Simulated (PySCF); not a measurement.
Compound: C14H14O2S.
SMILES with atom numbers: `[CH3:1][S:2](=[O:3])(=[O:4])[c:5]1[cH:6][cH:7][c:8]([CH2:9][c:10]2[cH:11][cH:12][cH:13][cH:14][cH:15]2)[cH:16][cH:17]1` (hydrogens: H18, H19, H20 on C1; H21 on C6; H22 on C7; H23, H24 on C9; H25 on C11; H26 on C12; H27 on C13; H28 on C14; H29 on C15; H30 on C16; H31 on C17)

Method: PBE0-D3(BJ)/def2-SVP geometry optimisation, gas phase (PySCF); density fitting, grid level 2; the optimiser is geomeTRIC in internal coordinates, started from a GFN2-xTB structure.

Step 0: E = -29632.3471 eV
```
atom  x, y, z in Å  |  force x, y, z in eV/Å
C1      4.0661   -0.5460    1.2894   -0.172   0.579  -0.819
S2      4.1639    0.5694   -0.1455   -0.681  -0.767   0.773
O3      4.9968   -0.0519   -1.1396    0.604  -0.991  -1.117
O4      4.5300    1.8768    0.3280    0.020   1.432   0.735
C5      2.4732    0.6104   -0.7364    0.589  -0.140   0.301
C6      2.0685   -0.2909   -1.6998    0.069  -0.112  -0.109
C7      0.7529   -0.2757   -2.1304    0.070   0.085   0.077
C8     -0.1523    0.6363   -1.6002   -0.296   0.078  -0.283
C9     -1.5946    0.6358   -2.0299    0.142  -0.197   0.498
C10    -2.4382    0.0620   -0.9184    0.084   0.192  -0.448
C11    -2.4079   -1.3027   -0.6592   -0.058  -0.020   0.028
C12    -3.1525   -1.8388    0.3754    0.035  -0.058  -0.007
C13    -3.9342   -1.0150    1.1681   -0.055   0.004   0.071
C14    -3.9671    0.3457    0.9193   -0.027   0.005   0.082
C15    -3.2213    0.8806   -0.1172   -0.026   0.007  -0.009
C16     0.2792    1.5368   -0.6299    0.173  -0.065  -0.029
C17     1.5918    1.5272   -0.1968   -0.098   0.178   0.063
H18     3.7222   -1.5105    0.9399   -0.184  -0.496  -0.148
H19     3.3778   -0.1147    2.0042   -0.356   0.191   0.374
H20     5.0579   -0.6260    1.7164    0.573   0.075   0.085
H21     2.7929   -0.9767   -2.1103    0.314  -0.352  -0.234
H22     0.4300   -0.9718   -2.8907   -0.139  -0.292  -0.341
H23    -1.7126    0.0337   -2.9325   -0.038  -0.088  -0.284
H24    -1.9161    1.6559   -2.2465   -0.106   0.253  -0.131
H25    -1.7967   -1.9478   -1.2742    0.270  -0.292  -0.263
H26    -3.1237   -2.9019    0.5650    0.013  -0.459   0.075
H27    -4.5159   -1.4326    1.9763   -0.256  -0.183   0.350
H28    -4.5750    0.9937    1.5337   -0.266   0.278   0.261
H29    -3.2561    1.9441   -0.3076   -0.012   0.456  -0.108
H30    -0.4201    2.2480   -0.2162   -0.300   0.326   0.205
H31     1.9534    2.2295    0.5379    0.114   0.373   0.354
```

Step 1: E = -29632.4998 eV
```
atom  x, y, z in Å  |  force x, y, z in eV/Å
C1      4.1282   -0.5268    1.2525    0.060  -0.081   0.133
S2      4.2064    0.5695   -0.1515    0.107   0.123  -0.117
O3      5.0190   -0.0890   -1.1775   -0.124   0.115   0.175
O4      4.5440    1.9038    0.3503   -0.027  -0.228  -0.074
C5      2.5205    0.6076   -0.7212   -0.035   0.035  -0.069
C6      2.1129   -0.2889   -1.7035    0.056  -0.046   0.001
C7      0.7870   -0.2672   -2.1272   -0.049  -0.045  -0.066
C8     -0.1291    0.6375   -1.5818    0.017  -0.021   0.058
C9     -1.5808    0.6213   -1.9903   -0.041   0.046  -0.120
C10    -2.4694    0.0506   -0.9113    0.025  -0.023   0.051
C11    -2.4596   -1.3231   -0.6437    0.059  -0.034  -0.061
C12    -3.2345   -1.8564    0.3807   -0.003  -0.073   0.019
C13    -4.0320   -1.0216    1.1628   -0.032  -0.030   0.046
C14    -4.0529    0.3460    0.9047   -0.051   0.047   0.040
C15    -3.2789    0.8757   -0.1266    0.017   0.083  -0.028
C16     0.3167    1.5436   -0.6102   -0.083   0.053   0.007
C17     1.6372    1.5426   -0.1831    0.057   0.017   0.075
H18     3.7939   -1.5193    0.9212    0.030   0.049  -0.008
H19     3.4452   -0.1081    2.0041    0.043   0.004  -0.039
H20     5.1550   -0.5753    1.6468   -0.066   0.005  -0.028
H21     2.8398   -0.9835   -2.1323   -0.018   0.027   0.006
H22     0.4580   -0.9643   -2.9042    0.011   0.023   0.033
H23    -1.6917    0.0297   -2.9135    0.003   0.036   0.028
H24    -1.9058    1.6482   -2.2242    0.007  -0.045  -0.004
H25    -1.8290   -1.9832   -1.2481   -0.018   0.018   0.027
H26    -3.2156   -2.9330    0.5724    0.000   0.032  -0.005
H27    -4.6371   -1.4391    1.9720    0.010   0.013  -0.026
H28    -4.6780    1.0085    1.5100    0.015  -0.017  -0.023
H29    -3.3062    1.9516   -0.3274    0.005  -0.033   0.007
H30    -0.3891    2.2631   -0.1836    0.031  -0.027  -0.011
H31     1.9982    2.2623    0.5563   -0.005  -0.021  -0.026
```

Question: Estimate the geometry and energy of step 2. (The exact step hangs on the optimiser's Hessian estimate; all steps are aligned on step 1, rigid shifts and turns removed.)

Answer: E = -29632.5033 eV, largest force 0.119 eV/Å
```
atom  x, y, z in Å  |  force x, y, z in eV/Å
C1      4.1986   -0.5236    1.2362   -0.023  -0.023   0.022
S2      4.2190    0.5787   -0.1682    0.097   0.065  -0.024
O3      5.0170   -0.0639   -1.2121   -0.056   0.027   0.049
O4      4.5561    1.9113    0.3313   -0.032  -0.069  -0.025
C5      2.5222    0.6046   -0.7097    0.008  -0.020   0.005
C6      2.1126   -0.2928   -1.6906   -0.004  -0.004  -0.004
C7      0.7833   -0.2749   -2.1055    0.041   0.030   0.010
C8     -0.1286    0.6301   -1.5528   -0.029  -0.037  -0.019
C9     -1.5765    0.6157   -1.9769   -0.016   0.024   0.003
C10    -2.4753    0.0463   -0.9047   -0.007  -0.002   0.032
C11    -2.4700   -1.3267   -0.6298    0.006   0.019  -0.008
C12    -3.2692   -1.8534    0.3807   -0.003   0.002  -0.001
C13    -4.0865   -1.0135    1.1381   -0.005  -0.005   0.011
C14    -4.1001    0.3540    0.8749    0.016  -0.015  -0.010
C15    -3.2986    0.8771   -0.1397   -0.016   0.019  -0.015
C16     0.3155    1.5323   -0.5759   -0.002  -0.023  -0.025
C17     1.6392    1.5305   -0.1548    0.016   0.002  -0.005
H18     3.8722   -1.5184    0.9087    0.005  -0.001  -0.001
H19     3.5322   -0.1158    2.0064    0.005   0.004   0.002
H20     5.2352   -0.5563    1.5997   -0.001   0.013  -0.018
H21     2.8406   -0.9784   -2.1297    0.002   0.003   0.003
H22     0.4513   -0.9675   -2.8835   -0.002   0.002   0.007
H23    -1.6775    0.0255   -2.9005   -0.002   0.003   0.004
H24    -1.8996    1.6407   -2.2154    0.000  -0.002   0.000
H25    -1.8275   -1.9902   -1.2158    0.000   0.000   0.004
H26    -3.2560   -2.9280    0.5786    0.000   0.001   0.003
H27    -4.7134   -1.4268    1.9315   -0.003  -0.002  -0.001
H28    -4.7398    1.0196    1.4596    0.002  -0.002   0.000
H29    -3.3198    1.9509   -0.3472    0.004   0.000   0.000
H30    -0.3888    2.2484   -0.1442    0.000  -0.006   0.001
H31     2.0046    2.2477    0.5835    0.002  -0.002   0.002
```

The energy changes by -0.0035 eV. The first-order estimate −F·Δx gives -0.0077 eV and the mean of the old and new forces, exact on a quadratic surface, -0.0039 eV. The step makes an angle of 87° with the force vector and moves no atom by more than 0.095 Å.

The cost below is that of the whole optimisation. The run took 32 min of wall time on Intel Xeon at 2.70 GHz, one thread, no GPU, shared host with 64 logical CPUs at a one-minute load of 57, and the process peaked at 1.8 GiB of memory.
